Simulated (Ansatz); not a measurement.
`CN[SiH2]Cl` → CH₃NH₂ + `[SiH]Cl` at 600 K and 1 bar (silylene formation by 1,1-elimination).

Calculated with Ansatz (gas phase, PBE0-D4/def2-TZVP geometries, no zero-point term in ΔE). CBS: MP2 limit from def2 TZ/QZ plus the TZ coupled-cluster correction, frozen cores. This one scheme is used for every species. One conformer a species, not always the lowest.

| species | CCSD(T)/CBS energy (Eh) | H − E (kJ/mol) | S (J/(mol·K)) |
| --- | --- | --- | --- |
| `CN[SiH2]Cl` | -845.29269 | 248.4 | 411.7 |
| CH₃NH₂ | -95.75281 | 199.3 | 283.8 |
| `[SiH]Cl` | -749.43948 | 44.3 | 282.6 |

H − E and S are ideal-gas, rigid-rotor, harmonic terms from PBE0-D4/def2-TZVP, for one conformer and one mirror image of each species. 1 Eh = 2625.50 kJ/mol, R = 8.31446 J/(mol·K).

Question: By hand: ΔE, ΔH, ΔS and ΔG.

Answer: ΔE = (-95.75281) + (-749.43948) − (-845.29269) = 0.10040 Eh = 263.6 kJ/mol. Δ(H − E) = 199.3 + 44.3 − 248.4 = -4.8, so ΔH = 258.8 kJ/mol. ΔS = 283.8 + 282.6 − 411.7 = 154.7 J/(mol·K). ΔG = 258.8 − 600 × (154.7)/1000 = 166.0 kJ/mol.

Question: By hand: the equilibrium constant, and the temperature at which ΔG would vanish if ΔH and ΔS stayed fixed.

Answer: log₁₀ K = −ΔG/(RT ln 10) = -14.5. ΔG = 0 at ΔH/ΔS = 1673 K.

The number of gas molecules changes by +1, which sets the sign of ΔS. A doubt of 5 kJ/mol in ΔE shifts log₁₀ K by 0.4 here. Other conformers and mirror images would add mixing entropy, several J/(mol·K) or more a flexible species. These are equilibria of isolated gas molecules and say nothing of rates. Largest T1 diagnostic: 0.013 (customary marks: 0.02 for closed shells, 0.045 for open ones).
